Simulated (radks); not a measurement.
Problem. Radial electron density D(r) = 4 pi r^2 rho(r) of an atom or ion with 49 electrons. Method: scalar-relativistic Kohn-Sham, PBE, spin-polarised, spherical densities, finite nucleus; Fermi nuclear charge, rms radius of each element as measured or else 0.836 A^(1/3) + 0.57 fm; computed with a radial shooting solver on a logarithmic mesh with Libxc functionals.

```
   r/bohr * D(r) (the largest magnitude, 84.7, reaches the edge; | marks zero)
 0.003729 |         *
 0.005054 |              *
 0.006795 |                     *
  0.00921 |                              *
  0.01238 |                                     *
  0.01678 |                                          *
  0.02274 |                                          *
  0.03058 |                                       *
  0.04144 |                                     *
  0.05572 |                                            *
  0.07551 |                                                      *
   0.1023 |                                                     *
   0.1376 |                                          *
   0.1865 |                                        *
   0.2507 |                                              *
   0.3398 |                                  *
   0.4605 |                *
   0.6191 |               *
    0.839 |               *
    1.128 |        *
    1.529 |  *
    2.055 | *
    2.786 |*
    3.775 *
    5.076 *
```

What is the nuclear charge?

Solution. Z = 52. The innermost maximum, from 1s, lies near gamma/Z bohr with gamma = sqrt(1 - (Z/c)^2) = 0.925, here 0.0178 bohr (found: 0.0195), and its height grows with Z. The density is that of the tellurium ion Te3+ in [Kr] 4d10 5s2 5p1; the configuration itself is not fixed sharply by these data, and Z only to a few units. D(r) has 4 maxima, at r = 0.0195, 0.0858, 0.249, 0.727 bohr, and minima at 0.0379, 0.164, 0.528 bohr, inside which lie 1.98, 11.20, 28.94 electrons.
